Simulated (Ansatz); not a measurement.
Gas-phase reaction in SMILES: N[SiH2]O[SiH2]N -> [NH][SiH2]O[SiH2]N + H atom (the H-N bond at the site shown breaks; other sites are not compared here)
Geometries: B3LYP-D3(BJ)/def2-TZVP minima from Ansatz (a first-principles code), one conformer each, not searched for the lowest.

Property: bond dissociation energy (electronic energy difference), in eV. Correlated levels leave the core frozen unless marked. Open shells are spin-unrestricted. Spin-orbit coupling is left out. Non-relativistic. CBS(X,Y): correlation extrapolated as X^-3; Hartree-Fock from the larger set.

CCSD(T)/CBS(cc-pV(T+d)Z,cc-pV(Q+d)Z) (Ansatz) gives 5.15 eV.

Another calculation gave 4.92 eV. Which level was it?
A. wB97M-V/def2-TZVPD (Ansatz)
B. SVWN5/def2-TZVPD (Ansatz)
C. revPBE/def2-TZVPD (Ansatz)
D. PBE/def2-TZVPD (Ansatz)

D, PBE/def2-TZVPD (Ansatz). The others give 4.81 (revPBE), 5.08 (wB97M-V), 5.55 (SVWN5) eV.
